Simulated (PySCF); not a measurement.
**C5H11O2Si: g tensor and hyperfine couplings**

C5H11O2Si (doublet state).
Geometry (GFN2-xTB, Å), atoms numbered from 1 in this order:
```
atom  x, y, z in Å
C1    -1.425    1.103    0.992
O2    -0.511    0.058    0.778
C3    -0.325   -0.334   -0.586
C4    -1.347   -1.381   -1.011
C5     1.116   -0.837   -0.621
Si6    1.924    0.246    0.717
C7     1.949    2.072    0.444
O8     1.384    2.588   -0.533
H9    -1.409    1.314    2.060
H10   -2.437    0.811    0.695
H11   -1.127    1.999    0.438
H12   -0.410    0.558   -1.219
H13   -1.310   -2.229   -0.331
H14   -1.123   -1.723   -2.018
H15   -2.354   -0.969   -1.003
H16    1.154   -1.894   -0.357
H17    1.544   -0.725   -1.615
H18    2.174   -0.331    2.027
H19    2.523    2.715    1.135
```

The hyperfine couplings belong to this conformer and change with its torsions.

As a line formula: `CO[C@H](C)C[SiH]C=O` [radical].

The calculation used UKS B3LYP, pcH-1 on C H O Si, non-relativistic, mean-field spin-orbit, GIAO (PySCF). Geometry: GFN2-xTB, one conformer, isolated molecule. The geometry wasn't refined by DFT: couplings that depend on bond lengths, twists or pyramidal angles can differ widely from those at the functional's own minimum, by a factor of two or more for some ions and for spin on atoms past the first row. Stability of the SCF solution: not tested.

* g1, g2, g3: 2.00194, 2.00319, 2.00560
* g_iso: 2.00358
* Form of g: rhombic: the two nearest values differ by 34 % of g3 − g1
* ⟨S²⟩: 0.7579 (exact 0.7500)
* α and β electrons: 36, 35
* HOMO–LUMO gap, α and β orbitals: 4.02, 3.90 eV
* Basis functions: 320

Hyperfine couplings atom by atom, in G; T1 to T3 are the principal values of the dipolar part (MHz turned into gauss with g_iso; 10 G = 1 mT):

```csv
atom,isotope,a_iso,of which spin–orbit,T1,T2,T3,Mulliken spin population
C1,13C,-0.4,0.0,-0.2,-0.2,0.4,0.00
O2,17O,-18.4,0.0,-4.3,2.1,2.2,0.02
C3,13C,3.0,0.0,-0.7,-0.3,1.0,0.00
C4,13C,-0.5,0.0,-0.1,-0.1,0.1,0.00
C5,13C,6.9,0.0,-0.6,-0.4,1.0,-0.02
Si6,29Si,-40.7,0.4,-50.4,25.1,25.3,0.77
C7,13C,-2.6,0.0,-3.9,-0.9,4.8,0.04
O8,17O,-6.3,0.0,-28.3,13.2,15.1,0.22
H9,1H,-0.1,0.0,-0.5,-0.4,0.9,0.00
H10,1H,0.9,0.0,-0.4,-0.3,0.6,0.00
H11,1H,0.0,0.0,-0.8,-0.3,1.1,0.00
H12,1H,-0.3,0.0,-0.7,-0.2,0.9,0.00
H13,1H,0.0,0.0,-0.3,-0.2,0.5,0.00
H14,1H,0.9,0.0,-0.2,-0.2,0.5,0.00
H15,1H,1.4,0.0,-0.2,-0.2,0.4,0.00
H16,1H,-0.3,0.0,-1.0,-0.6,1.5,0.00
H17,1H,2.9,0.0,-1.0,-0.8,1.8,0.00
H18,1H,-8.0,0.0,-3.4,0.7,2.7,-0.03
H19,1H,-3.5,0.0,-1.2,-0.7,1.9,-0.01
```

Largest spin populations (Mulliken): Si6 (+0.77) and O8 (+0.22). The angles at Si6 add up to 358.1°, so it is nearly planar; its axial dipolar tensor and the negative coupling of its proton fit spin in a p orbital normal to that plane.

Axes: g3 points within 3° of the Si6–C7 bond.

Under fast tumbling the dipolar parts average out, and these isotropic splittings remain: 1 × 1H (H18, I = 1/2, 2 lines) with 0.80 mT, 1 × 1H (H19, I = 1/2, 2 lines) with 0.35 mT, 1 × 1H (H17, I = 1/2, 2 lines) with 0.29 mT, 3 × 1H (H13/H14/H15, I = 1/2, 4 lines) with 0.08 mT, 1 × 1H (H12, I = 1/2, 2 lines) with 0.03 mT and 1 × 1H (H16, I = 1/2, 2 lines) with 0.03 mT.

Means are taken over nuclei equivalent by connectivity, which assumes that they swap fast.

The 17O coupling of O2 (-51.5 MHz) shows only in satellite lines or after enrichment, since that isotope makes up about 0.038 % of natural oxygen.

The 29Si coupling of Si6 (-114.0 MHz) shows only in satellite lines or after enrichment, since that isotope makes up about 4.7 % of natural silicon.

The spin density at the nucleus, in bohr⁻³, is negative for C7 (-0.0065), H18 (-0.0050) and H19 (-0.0022), for instance. A restricted open-shell determinant has no negative spin density anywhere; here it arises because α and β orbitals differ (spin polarisation).
